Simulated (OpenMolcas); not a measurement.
V3+ with 6 ligands (fluoride) in trigonal prismatic coordination (D3h), a polar angle of 48.1° against the regular 49.1°. A charge of +0.5 e stands 2.6 Å behind each ligand. Ligand basis ANO-RCC-VDZP.

```
Program             : OpenMolcas 26.06
Method              : CASSCF
Basis               : ANO-RCC-VDZP [5s4p2d1f]
Scalar Hamiltonian  : DKH2, point nucleus
Active space        : 2 electrons in 5 orbitals (3d)
State averaging     : 2S+1 = 3 even, 10 roots; 2S+1 = 1 even, 15 roots
Spin-orbit coupling : state interaction with AMFI integrals over the reference wave functions
```

All ligands move together. At R = 1.85 Å the first state of the same spin is 11006 cm-1, and at R = 2.07 Å it is 7478 cm-1.

Problem. A third run gives 9686 cm-1. What distance was it run at?

Solution. With a power law R^-n the two known points give n = -ln(7478 / 11006) / ln(2.07 / 1.85) = 3.44. Then R = 1.85 × (11006 / 9686)^(1/3.44) = 1.920 Å. The run was at 1.95 Å, so the estimate is off by -0.030 Å.

An orbital doublet at a regular site is open to a Jahn-Teller distortion, which this geometry leaves out. Without dynamic correlation the repulsion within the d shell is too large (B by tens of per cent), so at a given field states of lower spin stand too high. Ligand-to-metal charge-transfer states are missing. With no ligand orbital active B as a rule stays too high, so bands that hang on it stand too high and its fall with covalency is understated. With metal d orbitals alone and no dynamic correlation the field as a rule comes out too small, by tens of per cent, by up to half for chloride and softer ligands. No measured value stands beside these numbers; the geometry is a model, was not optimised and need not be the one that this ion takes.
